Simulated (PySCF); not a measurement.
C6H12O2Si2.
SMILES with atom numbers: `[CH2:1]=[C:2]1[CH2:3][O:4][Si@@:5]1([O:6][SiH3:7])[CH:8]1[CH2:9][CH2:10]1`

Definitions: NICS(0) = −σiso at the ring centroid; NICS(1) = −σiso and NICS(1)zz = −σzz at ±1 Å along the ring normal z. Level: GIAO PBE0/pcSseg-1 (PySCF, non-relativistic, gas phase) on the GFN2-xTB geometry, one conformer.

Ring bond lengths (Å), with Mayer bond orders in brackets: C2–C3 1.502 (1.05), C3–O4 1.430 (0.90), O4–Si5 1.662 (1.04), Si5–C2 1.888 (0.79); C8–C9 1.506 (0.95), C9–C10 1.489 (0.97), C10–C8 1.503 (0.95).

**Question.** What do the NICS probes read (ppm)?

**Answer.** 
```json
{"ring": "C2–C3–O4–Si5", "type": "4-membered ring with O and Si; formal bonds all single", "NICS(0)": "-1.4", "NICS(1), two faces": "-1.3 / -1.1", "NICS(1)zz, two faces": "0.2 / -0.1", "rms pucker (Å)": "0.00", "centre to ring atoms, mean (Å)": "1.14"}
{"ring": "C8–C9–C10", "type": "3-membered carbocycle; formal bonds all single", "NICS(0)": "-45.2", "NICS(1), two faces": "-8.5 / -9.4", "NICS(1)zz, two faces": "-25.0 / -27.4", "rms pucker (Å)": "0.00", "centre to ring atoms, mean (Å)": "0.87"}
```

**Question.** What can be read from them?

**Answer.** 
- C2–C3–O4–Si5: mean NICS(1)zz 0.0 ppm, near zero. C3, Si5 have four or more neighbours, and the NICS criterion for π rings isn't applied.
- C8–C9–C10: mean NICS(1)zz -26.2 ppm, shielded. C8, C9, C10 have four or more neighbours, so the value isn't read as a sign of a π ring current. NICS(0) lies 36 ppm below the mean NICS(1).

**Question.** How shielded are the nuclei of the rings and their hydrogens (means over atoms taken as equivalent)?

**Answer.** 
```csv
atoms,environment,σ isotropic (ppm),"principal values of the symmetric part, first atom (ppm)"
C2,fully substituted alkene carbon,18.7,"-69.2, 8.4, 117.0"
C3,sp3 carbon bound to oxygen,113.8,"91.7, 99.6, 150.2"
O4,silyl ether oxygen,241.7,"172.4, 231.3, 321.4"
Si5,oxygen-bound silicon,368.0,"320.2, 372.3, 411.6"
C8,sp3 carbon bound to silicon,187.3,"156.7, 175.8, 229.4"
C9,three-membered-ring carbon,185.4,"158.8, 178.2, 219.1"
C10,three-membered-ring carbon,185.2,"158.6, 177.4, 219.5"
H on C3,methylene hydrogen,26.72,"23.2, 25.5, 31.4"
H on C3,methylene hydrogen,26.78,"22.8, 25.4, 32.1"
H on C8,methine hydrogen,31.91,"24.7, 28.3, 42.7"
H on C9,methylene hydrogen,31.06,"24.9, 26.2, 42.1"
H on C9,methylene hydrogen,31.29,"24.5, 29.4, 39.9"
H on C10,methylene hydrogen,31.10,"25.0, 26.3, 42.0"
H on C10,methylene hydrogen,31.50,"24.7, 29.5, 40.3"
```

The list is cut; further classes of hydrogen are left out.

The run took 64 s on an Arm Neoverse V1 with one thread, shared host, and the process peaked at 1.1 GiB of memory. This is the whole shielding run at PBE0/pcSseg-1, SCF included.

Shape of the structure used: `[CH2:1]=[C:2]1[CH2:3][O:4][Si@@:5]1([O:6][SiH3:7])[CH:8]1[CH2:9][CH2:10]1`: O4–Si5–O6–Si7 149°, O4–Si5–C8–C9 -92°.
